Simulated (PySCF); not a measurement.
ClGeH5OSi, SMILES [SiH2]([O][GeH3])Cl.

Geometry optimised at PBE0-D3(BJ)/def2-SVP. This is a generated structure with no PubChem entry under its InChIKey; it may be hypothetical. The values are those of a single conformer.

Two levels are set side by side: PBE/def2-TZVP (PySCF) and B3LYP/def2-TZVP (PySCF). Same geometry, gas phase. Differences are taken from unrounded values.

```tsv
quantity	B3LYP
orbital gap (eV)	7.88
highest occupied level (eV)	-8.31
lowest empty level (eV)	-0.43
dipole moment (D)	1.31
mean polarisability (bohr³)	67.8
```

Problem. What does PBE give, and how far is it from B3LYP? (The exact figures need the calculation; the answer reports its results.)

Solution. 
```csv
quantity,PBE,PBE minus B3LYP
orbital gap (eV),6.01,-1.87
highest occupied level (eV),-7.12,1.19
lowest empty level (eV),-1.11,-0.68
dipole moment (D),1.30,-0.01
mean polarisability (bohr³),70.3,2.5
```

Without exact exchange PBE keeps part of each electron's self-repulsion, which lifts occupied levels and narrows the gap. Loosely held outer electrons make PBE densities more polarisable. Differences between two approximate levels are no errors against the true value.

Rough cost on one machine, each run with all the roots and properties that it gave: B3LYP against PBE within a factor of 2.
